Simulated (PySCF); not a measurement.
## Correlation energy of Ge(2+) (germanium, charge +2)

[Ar] 3d10 4s1 4p1, high-spin 3P determinant (an excited configuration). Computed with PySCF 2.14 in aug-cc-pVTZ-PP with ECP10MDF, with scalar relativity through the core potential. Frozen: 3s2 3p6 3d10; 2 electrons correlated.

With two correlated electrons CCSD is exact within the correlated space (frozen core and kept virtual orbitals).

```json
{"level": "CCSD", "correlation energy (mhartree)": "-4.01"}
```

Diagnostics: T1 = 0.0022, D1 = 0.0039, largest double amplitude 0.028.

Question: Is a single reference adequate?

Answer: Yes, within this model without spin-orbit coupling: T1 lies below 0.03 and no double amplitude reaches 0.07.
